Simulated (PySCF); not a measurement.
Input of a run (PBE0-D3(BJ)/def2-SVP geometry optimisation, gas phase (PySCF 2.14.0)), started from a GFN2-xTB structure with every atom displaced at random (by about 0.01 Å):
```
{"job": {"xc": "PBE0", "basis": "def2-SVP", "d3": "d3bj", "grid": 1, "shake": 0.01, "kind": "geom"}, "charge": 0, "multiplicity": 1}
C      2.100860    -1.370890    -0.559350
C      1.658120    -0.272010    -0.225020
Si     0.711700     1.266060     0.317400
B     -1.059320     0.589450     0.682120
N     -1.293850    -0.678050    -0.384240
H      2.515630    -2.252310    -0.862500
H      0.956840     2.158140    -0.842600
H      1.597110     1.851660     1.379580
H     -1.989750     1.349440     0.474970
H     -1.220040     0.095580     1.779350
H     -2.089100    -1.252350    -0.095890
H     -0.416940    -1.209140    -0.357130
H     -1.465450    -0.292460    -1.317010
```

Output (energies in Eh, forces in Eh/bohr):
```
step   0  E = -449.53486445  max force = 0.060869
step   1  E = -449.54295022  max force = 0.019208
step   2  E = -449.54360035  max force = 0.004760
step   3  E = -449.54391587  max force = 0.005483
step   4  E = -449.54405212  max force = 0.003350
step   5  E = -449.54409326  max force = 0.000659
step   6  E = -449.54410305  max force = 0.000499
step   7  E = -449.54410592  max force = 0.000405
optimisation converged
```

Q: Summarise the run.

A: The energy falls by 5.8 kcal/mol over 8 energy and gradient evaluations, the largest force component goes from 0.0609 to 4.0e-04 Eh/bohr, and the atoms move by 0.072 Å rms after alignment. The bond that changes most is Si3–B4 (SiH2 silicon to four-coordinate boron), which lengthens by 0.099 Å. Bonds longer at the end by more than 0.005 Å: 4 of 12; shorter: 3. Among the angles that change most is Si3–B4–H10, from 115.8° to 108.3°. The energy never rose by more than 1e-6 Eh on the way. The first step brought 87 % of the lowering.

Q: What are the final bond lengths?

A: C1≡C2 1.222 Å, C2–Si3 1.868 Å, Si3–B4 2.030 Å, B4–N5 1.621 Å, C1–H6 1.076 Å, Si3–H7 1.503 Å, Si3–H8 1.497 Å, B4–H9 1.220 Å, B4–H10 1.222 Å, N5–H11 1.020 Å, N5–H12 1.029 Å, N5–H13 1.021 Å. Numbering counts from 1 in the input's order; the species is `C#C[SiH2][BH2-][NH3+]`.

The run used 114 basis functions and 53 SCF cycles in all.

No PBE0-D3(BJ)/def2-SVP frequencies stand behind this structure, so it isn't proved a minimum. The numbers are those of one conformer.

The values belong to the conformer `[CH:1]#[C:2][SiH2:3][BH2-:4][NH3+:5]`: C2–Si3–B4–N5 -31°.
